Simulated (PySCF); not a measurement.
Sn(H)(Cl)2(Et) (C2H6Cl2Sn), SMILES C[CH2][SnH]([Cl])[Cl].

Geometry optimised at B3LYP-D3(BJ)/def2-SVP. The structure was generated by enumeration; whether it is a known compound was not checked. The def2 effective core potentials stand for the cores of Sn; spin–orbit coupling is left out. Other conformers were not sampled.

These are TDDFT-M06-2X/def2-SVPD (PySCF 2.14.0) values and carry that method's errors.

Vertical excitations. Gas-phase values at a fixed geometry. State labels are in the subgroup Cs.

Q: List the lowest excited states. (Estimate from the structure and the level; the computed values follow.)

A: 
```tsv
state	symmetry	energy (eV)	λ (nm)	f	main pairs
S1	A'	6.30	197	0.077	HOMO→LUMO 81 %
S2	A"	6.54	190	0.010	HOMO−1→LUMO 36 %, HOMO−3→LUMO 28 %, HOMO→LUMO+1 27 %
S3	A"	6.58	189	0.015	HOMO−1→LUMO 44 %, HOMO−3→LUMO 31 %, HOMO−2→LUMO+1 12 %, HOMO→LUMO+1 7 %
S4	A'	6.75	184	0.063	HOMO−2→LUMO 76 %
S5	A"	6.99	177	0.006	HOMO→LUMO+1 60 %, HOMO−3→LUMO 31 %
S6	A'	7.29	170	0.039	HOMO−4→LUMO 31 %, HOMO→LUMO+2 29 %, HOMO−3→LUMO+1 15 %, HOMO−1→LUMO+1 10 %
S7	A'	7.34	169	0.228	HOMO→LUMO+2 47 %, HOMO−4→LUMO 15 %, HOMO−1→LUMO+1 12 %, HOMO→LUMO 8 %
S8	A'	7.66	162	0.015	HOMO−1→LUMO+1 40 %, HOMO−3→LUMO+1 20 %, HOMO−2→LUMO+2 8 %, HOMO−2→LUMO 7 %
S9	A'	7.79	159	0.089	HOMO→LUMO+3 73 %, HOMO→LUMO+2 12 %
S10	A"	7.91	157	0.043	HOMO−2→LUMO+1 68 %
T1	A'	5.54	224	0	HOMO→LUMO 80 %
T2	A"	6.15	201	0	HOMO−1→LUMO 86 %
T3	A"	6.22	199	0	HOMO−3→LUMO 60 %, HOMO→LUMO+1 29 %
T4	A'	6.24	199	0	HOMO−2→LUMO 82 %
```
Triplets are in the Tamm–Dancoff approximation, which puts them higher than full response would, so one can lie above its singlet here.
